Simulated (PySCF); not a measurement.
# Computed records: C2H7OSi, CH3ClOSi, CH4B2N

All values are calculated (PySCF 2.14.0). Calculation on a computer-drawn molecule: the log of a Hartree-Fock and frozen-core CCSD(T) single point meant for a local Hartree-Fock minimum, with one planted fault or none, to be diagnosed. Offsets are logged minus clean, where the clean run is the same molecule without the fault. The reference is restricted for singlets and unrestricted otherwise, and also for a bond in bohr or an excited solution. Adding or removing an electron swaps singlet and doublet. The excited solution moves the top pair (singlet) or top alpha electron (doublet) to the lowest empty orbital. Highest occupied and lowest empty are orbital energies over both spins, largest force is the largest gradient component, triples share is (T) over the correlation energy, the T1 limit is 0.02 restricted and 0.045 unrestricted, electrons count all cores, a negative frequency is imaginary (commonest isotopes), and the dipole is about the centre of nuclear charge.

Common to all runs: logged SCF converged yes; logged CC converged yes; logged SCF stable within its kind yes; possible faults no fault, one electron removed, one electron added, multiplicity raised by two, geometry at a saddle point, SCF held on an excited solution, minimal basis STO-3G, one bond length entered in bohr, all coordinates scaled.

```yaml
- entry: 1
  formula: C2H7OSi
  logged_structure:
    atoms_angstrom:
      - [C, -0.931, -1.4354, -1.102]
      - [O, 0.0907, -1.1147, -2.0066]
      - [Si, 1.6965, -0.8964, -1.692]
      - [C, 2.0529, 0.8373, -1.0558]
      - [H, -1.1769, -0.5818, -0.4638]
      - [H, -1.8198, -1.7091, -1.6692]
      - [H, -0.6519, -2.2788, -0.4638]
      - [H, 2.1332, -1.9018, -0.6812]
      - [H, 3.12, 0.9517, -0.8456]
      - [H, 1.5016, 1.0304, -0.1293]
      - [H, 1.7643, 1.5943, -1.7888]
  given:
    meant_charge: 0
    meant_multiplicity: 2
    meant_basis: "cc-pV(D+d)Z"
    logged_electrons: 41
    logged_basis_functions: 100
    logged_spin_squared: 3.7623
    "logged_highest_occupied [eV]": -2.4753
    "logged_lowest_empty [eV]": -0.58931
    "logged_largest_force [hartree/bohr]": 0.17805
    logged_T1_diagnostic: 0.046229
    logged_D1_diagnostic: 0.28999
    logged_triples_share: 0.03089
    "logged_dipole_magnitude [debye]": 5.1454
    "logged_energy_HF [hartree]": -443.3365
    "logged_energy_CCSD(T) [hartree]": -443.9526
    drawn_bonds_atom: [1, 2, 3, 1, 1, 1, 3, 4, 4, 4]
    drawn_bonds_other_atom: [2, 3, 4, 5, 6, 7, 8, 9, 10, 11]
    drawn_bonds_order: [1, 1, 1, 1, 1, 1, 1, 1, 1, 1]
  results:
    planted_fault: "multiplicity raised by two"
    "HF_energy_offset_from_clean_run [kcal/mol]": 172.3
    "CCSD(T)_energy_offset_from_clean_run [kcal/mol]": 175.6
  notes: ["T1 above single-reference limit"]
- entry: 2
  formula: CH3ClOSi
  logged_structure:
    atoms_angstrom:
      - [C, -2.7516, 0.8122, -0.1569]
      - [O, -2.8397, 0.2733, -1.4562]
      - [Si, -2.7998, 1.0748, -2.8789]
      - [Cl, -2.9953, -0.5563, -4.192]
      - [H, -3.6531, 0.5522, 0.3959]
      - [H, -1.8895, 0.3791, 0.3481]
      - [H, -2.6452, 1.9003, -0.1713]
  given:
    meant_charge: 0
    meant_multiplicity: 1
    meant_basis: "cc-pV(D+d)Z"
    logged_electrons: 47
    logged_basis_functions: 89
    logged_spin_squared: 0.7692
    "logged_highest_occupied [eV]": -18.209
    "logged_lowest_empty [eV]": -7.7639
    "logged_largest_force [hartree/bohr]": 0.085011
    logged_T1_diagnostic: 0.024565
    logged_D1_diagnostic: 0.11126
    logged_triples_share: 0.031398
    "logged_dipole_magnitude [debye]": 4.8934
    "logged_energy_HF [hartree]": -862.65467
    "logged_energy_CCSD(T) [hartree]": -863.23835
    drawn_bonds_atom: [1, 2, 3, 1, 1, 1]
    drawn_bonds_other_atom: [2, 3, 4, 5, 6, 7]
    drawn_bonds_order: [1, 1, 1, 1, 1, 1]
  results:
    planted_fault: "one electron removed"
    "HF_energy_offset_from_clean_run [kcal/mol]": 201.3
    "CCSD(T)_energy_offset_from_clean_run [kcal/mol]": 212.2
- entry: 3
  formula: CH4B2N
  logged_structure:
    atoms_angstrom:
      - [C, -0.4835, -1.0954, 1.2827]
      - [B, -0.8571, 0.3286, 1.4809]
      - [B, -1.2742, 1.917, 1.7022]
      - ["N", -1.5795, 3.0791, 1.864]
      - [H, -1.3896, -1.7138, 1.2314]
      - [H, 0.1383, -1.4368, 2.121]
      - [H, 0.081, -1.2054, 0.3473]
      - [H, -1.8298, 4.0314, 1.9964]
  given:
    meant_charge: 1
    meant_multiplicity: 1
    meant_basis: cc-pVDZ
    logged_electrons: 27
    logged_basis_functions: 76
    logged_spin_squared: 0.77
    "logged_highest_occupied [eV]": -7.2662
    "logged_lowest_empty [eV]": 1.5251
    "logged_largest_force [hartree/bohr]": 0.059404
    logged_T1_diagnostic: 0.017964
    logged_D1_diagnostic: 0.065476
    logged_triples_share: 0.033671
    "logged_dipole_magnitude [debye]": 1.2657
    "logged_energy_HF [hartree]": -143.96019
    "logged_energy_CCSD(T) [hartree]": -144.45536
    drawn_bonds_atom: [1, 2, 3, 1, 1, 1, 4]
    drawn_bonds_other_atom: [2, 3, 4, 5, 6, 7, 8]
    drawn_bonds_order: [1, 1, 2, 1, 1, 1, 1]
  results:
    planted_fault: "one electron added"
    "HF_energy_offset_from_clean_run [kcal/mol]": -144.2
    "CCSD(T)_energy_offset_from_clean_run [kcal/mol]": -145.6
- entry: 4
  formula: CH4B2N
  logged_structure:
    atoms_angstrom:
      - [C, -0.4835, -1.0954, 1.2827]
      - [B, -0.8571, 0.3286, 1.4809]
      - [B, -1.2742, 1.917, 1.7022]
      - ["N", -1.5795, 3.0791, 1.864]
      - [H, -1.3896, -1.7138, 1.2314]
      - [H, 0.1383, -1.4368, 2.121]
      - [H, 0.081, -1.2054, 0.3473]
      - [H, -1.8298, 4.0314, 1.9964]
  given:
    meant_charge: 1
    meant_multiplicity: 1
    meant_basis: cc-pVDZ
    logged_electrons: 26
    logged_basis_functions: 76
    logged_spin_squared: 2.0167
    "logged_highest_occupied [eV]": -13.441
    "logged_lowest_empty [eV]": -6.8762
    "logged_largest_force [hartree/bohr]": 0.21595
    logged_T1_diagnostic: 0.014884
    logged_D1_diagnostic: 0.052316
    logged_triples_share: 0.028872
    "logged_dipole_magnitude [debye]": 3.6281
    "logged_energy_HF [hartree]": -143.64134
    "logged_energy_CCSD(T) [hartree]": -144.0796
    drawn_bonds_atom: [1, 2, 3, 1, 1, 1, 4]
    drawn_bonds_other_atom: [2, 3, 4, 5, 6, 7, 8]
    drawn_bonds_order: [1, 1, 2, 1, 1, 1, 1]
  results:
    planted_fault: "multiplicity raised by two"
    "HF_energy_offset_from_clean_run [kcal/mol]": 55.91
    "CCSD(T)_energy_offset_from_clean_run [kcal/mol]": 90.2
```
